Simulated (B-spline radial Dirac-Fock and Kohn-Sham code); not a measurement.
# Kohn-Sham estimates against Dirac-Fock for the levels of W

System: the free tungsten atom, [Xe] 4f14 5d4 6s2.

The density-functional columns are spherical, spin-unpolarised Dirac-Kohn-Sham results without Breit or QED terms: −ε is minus the orbital energy of the initial state and ΔSCF the difference of two total energies, and "half-occupied" is minus the orbital energy with half an electron removed (Slater transition state). The reference in the last column comes from ΔSCF Dirac-Fock with Breit, self-energy and vacuum polarisation, finite nucleus, configuration average. All numbers are from an atomic code on a B-spline grid, in eV; a selection of levels is shown. The Kohn-Sham columns are given as differences from the reference. For the 1s level of heavy atoms much of the gap between ΔSCF and the reference is the Breit and QED part, -349.2 eV here; for other levels the error of the functional can be larger.

| level | PBE ΔSCF − DF | PBE0 −ε − DF | LDA −ε − DF | LDA ΔSCF − DF | LDA half-occupied − DF | Dirac-Fock |
| --- | --- | --- | --- | --- | --- | --- |
| K | +397.5 | -7.2 | -215.0 | +337.3 | +338.5 | 69528.4 |
| L1 | -50.0 | -86.4 | -157.3 | -58.2 | -58.4 | 12114.6 |
| L2 | +22.3 | -53.3 | -109.9 | +18.5 | +18.2 | 11551.0 |
| L3 | -11.4 | -69.3 | -123.6 | -13.6 | -13.9 | 10213.6 |
| M1 | -51.4 | -47.8 | -80.7 | -53.7 | -53.8 | 2833.9 |
| M2 | -32.9 | -35.5 | -63.1 | -33.8 | -34.0 | 2585.2 |
| M3 | -35.5 | -36.5 | -62.4 | -36.0 | -36.2 | 2292.4 |
| M4 | -8.7 | -20.6 | -40.8 | -8.6 | -8.7 | 1879.1 |
| M5 | -11.0 | -21.9 | -42.0 | -10.8 | -11.0 | 1816.7 |
| N1 | -29.5 | -25.9 | -42.3 | -30.6 | -30.8 | 609.5 |
| N2 | -22.5 | -20.7 | -34.6 | -23.0 | -23.2 | 505.9 |
| N3 | -23.0 | -21.2 | -34.7 | -23.7 | -23.8 | 438.0 |
| N4 | -11.8 | -12.9 | -22.7 | -11.9 | -12.0 | 267.9 |
| N5 | -12.0 | -13.0 | -22.7 | -12.1 | -12.2 | 255.4 |
| N6 | +3.0 | -1.5 | -6.3 | +3.3 | +3.2 | 40.91 |
| N7 | +2.8 | -1.7 | -6.4 | +3.1 | +3.0 | 38.78 |
| O1 | -4.5 | -6.3 | -10.7 | -4.2 | -4.3 | 89.76 |
| O2 | -0.3 | -3.0 | -6.0 | +0.1 | 0.0 | 56.54 |
| O3 | -0.6 | -3.2 | -6.1 | -0.4 | -0.5 | 46.77 |
| O4,5 | +1.3 | -3.2 | -2.9 | +1.5 | +1.4 | 7.55 |
| P1 | +2.0 | -0.4 | -1.0 | +2.2 | +2.2 | 6.90 |

For the outermost level NIST gives 7.86403 eV (measured); the differences from it are PBE ΔSCF +1.02, PBE0 −ε -1.39, LDA −ε -1.96, LDA ΔSCF +1.26, LDA half-occupied +1.23, Dirac-Fock -0.97 eV.

Values without a named source are computed, but for edge energies of neutral atoms, which are taken from tables.
